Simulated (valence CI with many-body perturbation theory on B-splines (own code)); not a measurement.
# Ho62+ in three bases

Computed by valence CI with perturbative core correlation (CI+MBPT): three valence electrons over a frozen Dirac-Fock core [He], radial functions for each j: 9 s, 9 p, 8 d, 6 f, 3 g, 1 h, with the one-electron correlation potential Σ1, the two-electron term Σ2, the three-electron term Σ3, Breit, model QED; selected CI, second order for the rest, scaled by the run's own slope (own B-spline code, finite nucleus).

No measured spectrum was set against this ion. As an estimate, large intervals hold to a few tenths of a per cent, small ones and those within an open d or f shell to about a per cent.

The reference run has the lowest level (2s^2 2p1/2) J=1/2 and an ionisation energy of 14992.1 eV. Its largest variational space holds 8695 state functions.

Levels are named by their leading jj configuration (3d3/2^4 stands for four electrons in 3d with j = 3/2), which in mixed levels can hold well under half, so a name can repeat and another be missing. Letters in brackets count levels of one name in rising energy.

Changed runs:
A. basis 6 s, 6 p, 5 d, 3 f, 1 g
B. basis 5 s, 5 p, 4 d, 2 f

Excitation energies of the reference run in cm⁻¹, and shifts in cm⁻¹:

| Level | Reference | A | B |
| --- | --- | --- | --- |
| (2s 2p1/2^2) J=1/2 | 1849670 | -83 | -211 |
| (2s^2 2p3/2) J=3/2 | 7522220 | +2.0 | -71 |
| (2s 2p1/2 2p3/2) J=3/2 [a] | 8817610 | -171 | -623 |
| (2s 2p1/2 2p3/2) J=5/2 | 9125730 | +80 | -62 |
| (2s 2p1/2 2p3/2) J=1/2 | 9637540 | +29 | -1.1 |
| (2s 2p1/2 2p3/2) J=3/2 [b] | 9652870 | +113 | +227 |
| (2p1/2^2 2p3/2) J=3/2 | 11586500 | -68 | -148 |
| (2s 2p3/2^2) J=5/2 | 16484300 | -52 | -386 |
| (2s 2p3/2^2) J=1/2 | 17260500 | -45 | -16 |
| (2s 2p3/2^2) J=3/2 | 17266900 | +68 | +114 |
| (2p1/2 2p3/2^2) J=3/2 | 18762200 | -120 | -475 |
| (2p1/2 2p3/2^2) J=5/2 | 18941000 | +92 | +61 |
| Ionisation energy (eV) | 14992.1 | -0.0054 | -0.063 |
